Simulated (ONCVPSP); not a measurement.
# Potentials for vanadium compared

Generated with ld1.x 7.5 (TM, RRKJ, ultrasoft, PAW), atompaw 4.2 or ONCVPSP 4.0.1. The cutoff is in Ry: for ld1.x and atompaw files where the sum of valence levels is converged to 10 mRy in a Bessel basis, for ONCV files where the hardest occupied wave has 1 mHa per electron of residual kinetic energy. The error is the largest all-electron minus pseudo excitation energy over each file’s own four to seven test configurations (ionisations up to +4, promotions, holes and added fractions of an electron), all of which were solved. The labels leave out finer settings (local radius, basis sizes, second energies), which also bear on the numbers. Spin-polarised tests are not counted. The rows are a selection from randomly drawn settings: files with unsolved tests, undetermined cutoffs or missed reference levels are left out.

A true bound ghost makes a file unfit for plane-wave use even where its test errors are small: the radial tests pick states by their node count and pass the ghost by.

```csv
potential,cutoff (Ry),largest error (meV),bound ghosts
"ONCV, LDA (Perdew-Zunger), scalar-relativistic, rc 1.65/1.70/1.95 (spd), local smoothed, core correction yes, reference 3s2 3p6 3d3 4s1 4p1, qcut 6.7/7.7/6.7, projectors 2/2/1",42,+5.9,none
"ONCV, PBE, scalar-relativistic, rc 1.80/1.40/2.10 (spd), local smoothed, core correction no, reference 3s2 3p6 3d3 4s2, qcut 6.4/12.3/7.8, projectors 2/3/1",45,+67,none
"ONCV, LDA (Perdew-Wang 92), scalar-relativistic, rc 1.25/1.60/1.10 (spd), local d, core correction yes, reference 3s2 3p6 3d3 4s1.75 4p0.25, qcut 9.5/9.5/9.4, projectors 2/2/0",135,+8.6,s
"ONCV, PBE, scalar-relativistic, rc 1.85/1.10/1.85 (spd), local smoothed, core correction yes, reference 3s2 3p6 3d3 4s2, qcut 7.4/9/7, projectors 3/2/2",45,+83,none
"ONCV, PBE, scalar-relativistic, rc 1.30/1.40/1.10 (spd), local d, core correction yes, reference 3s2 3p6 3d2, qcut 11.8/11.6/9.4, projectors 3/2/0",183,+7.8,none
"ONCV, revPBE, scalar-relativistic, rc 1.30/1.85/1.65 (spd), local smoothed, core correction no, reference 3s2 3p6 3d3 4s1.75 4p0.25, qcut 10.6/6.3/7.8, projectors 2/2/2",70,+40,none
```

(1) Fill in the row for V: ONCV, LDA (Perdew-Wang 92), scalar-relativistic, rc 1.80/1.55/1.95 (spd), local smoothed, core correction yes, reference 3s2 3p6 3d3 4s1, qcut 6.2/11/7.8, projectors 2/2/2.

Results:

(1) cutoff 53 Ry, largest error +81 meV, bound ghosts: none.
